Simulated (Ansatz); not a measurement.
A nudged elastic band was laid between two geometries of Cl + F2H2Si (6 atoms, charge 0, multiplicity 2).

Computed with Ansatz 0.2.0, UHF/def2-SVP.

* movable images: 9
* climbing image: yes
* spring: 50.0 eV/Å²
* optimiser: quadratic models (default)
* start path: through a guess of the saddle point
* force threshold: 0.05 eV/Å
* iteration limit: 60
* end points: relaxed

Image 0:

```xyz
6
Properties=species:S:1:pos:R:3
Si -0.009 0.016 -0.204
H 0.034 -0.059 1.257
F 1.487 -0.004 -0.764
H -0.692 1.199 -0.727
F -0.739 -1.289 -0.765
Cl -0.018 0.031 4.748
```

Image 10:

```xyz
6
Properties=species:S:1:pos:R:3
Si 0.102 -0.178 -0.558
H 0.315 -0.549 3.892
F 1.377 0.184 -1.463
H -0.618 1.071 -0.246
F -0.847 -1.098 -1.467
Cl -0.266 0.464 3.387
```

Task: What changes between the two ends?

Result: Bonds broken: Si1–H2. Bonds formed: H2–Cl6. Cl + F2H2Si becomes ClH + F2HSi.

Task: Give the energies along the band, and the barrier.

Result: It converged. The highest image is number 3 of 0 to 10, 0.87 eV above the first end and 0.57 eV above the last; the last end lies 0.30 eV above the first. Another band between the same ends (9 images) ends at a top of the same energy, where a vibrational analysis finds 1 clearly imaginary mode.

```tsv
image	path coordinate (Å)	energy (eV)	Si1–H2 (Å)	H2–Cl6 (Å)
0	0.00	0.00	1.46	3.49
1	0.58	0.03	1.46	2.91
2	1.16	0.15	1.46	2.27
3	1.74	0.87	1.77	1.47
4	2.21	0.59	2.26	1.29
5	2.68	0.44	2.66	1.27
6	3.15	0.37	3.07	1.27
7	3.62	0.34	3.46	1.27
8	4.09	0.32	3.89	1.27
9	4.56	0.30	4.23	1.27
10	5.04	0.30	4.47	1.27
```

Task: What is the geometry of the highest image?

Result: 
```xyz
6
Properties=species:S:1:pos:R:3:forces:R:3
Si -0.003 0.006 0.013 0.02 -0.03 -0.05
H 0.031 -0.054 1.785 0.00 0.00 0.01
F 1.492 -0.016 -0.530 0.01 0.03 0.01
H -0.699 1.211 -0.442 0.00 0.00 -0.01
F -0.732 -1.300 -0.530 -0.03 0.01 0.01
Cl -0.028 0.048 3.249 0.00 0.00 0.02
```

The band took 12 iterations and of the order of 5 core-minutes.

Time of the run: 4.6 min on 1 thread of AMD EPYC 7R43 64-Core Processor (Zen 3), on a shared host, peak memory 0.23 GiB.
